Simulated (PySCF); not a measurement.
Molecule: `CC(=O)n1c(F)cnc1Cl`, C$_{5}$H$_{4}$ClFN$_{2}$O.

Geometry (Å), atoms numbered from 1 in this order:
```xyz
14

C    -1.952   -0.792    0.104
C    -1.218    0.474   -0.208
O    -1.738    1.501   -0.529
N     0.196    0.389   -0.099
C     1.006   -0.684    0.249
F     0.507   -1.878    0.552
C     2.297   -0.280    0.214
N     2.339    1.037   -0.150
C     1.115    1.413   -0.329
Cl    0.669    2.964   -0.789
H    -1.749   -1.114    1.123
H    -3.017   -0.608   -0.012
H    -1.647   -1.590   -0.570
H     3.190   -0.831    0.422
```

Frames of a GFN2-xTB Langevin trajectory at 300 K; GIAO PBE0/pcSseg-1 shieldings in PySCF 2.14, gas phase, non-relativistic; equivalent atoms averaged within each frame.

δ = σ(ref) − σ, references computed at the same level: TMS for 13C (186.93 ppm); 17O (336.08 ppm) against H2O; 15N (267.73 ppm) vs NH3; 19F (170.95 ppm) vs CFCl3; HCl for 35Cl (949.78 ppm). The references are static minima.

How do the shifts (ppm) fluctuate along the trajectory?

## Answers


| time (fs) | C2 | C5 | C9 | C7 | C1 | O3 | N8 | N4 | F6 | Cl10 |
| --- | --- | --- | --- | --- | --- | --- | --- | --- | --- | --- |
| 250 | 170.0 | 156.8 | 137.6 | 116.4 | 24.2 | 564.2 | 307.3 | 224.2 | -144.5 | 288 |
| 425 | 176.1 | 158.1 | 132.5 | 119.5 | 23.6 | 549.4 | 285.7 | 231.4 | -140.6 | 246 |
| 625 | 166.0 | 154.2 | 140.1 | 118.8 | 28.4 | 536.9 | 303.1 | 219.5 | -151.4 | 286 |
| 800 | 170.6 | 148.0 | 145.8 | 111.8 | 25.4 | 555.5 | 303.3 | 218.6 | -149.4 | 260 |
| 1000 | 178.8 | 158.4 | 130.3 | 118.0 | 29.5 | 617.1 | 287.6 | 222.8 | -153.7 | 227 |
| mean of frames | 172.3 | 155.1 | 137.3 | 116.9 | 26.2 | 564.6 | 297.4 | 223.3 | -147.9 | 261 |
| standard deviation | 5.1 | 4.3 | 6.2 | 3.1 | 2.6 | 31.0 | 10.0 | 5.1 | 5.3 | 26 |

5 frames give an uncertainty of the mean of about the standard deviation over 2.2 at best, since frames this close in time may not be independent; classical motion lacks zero-point vibration, and the reference would need the same averaging.
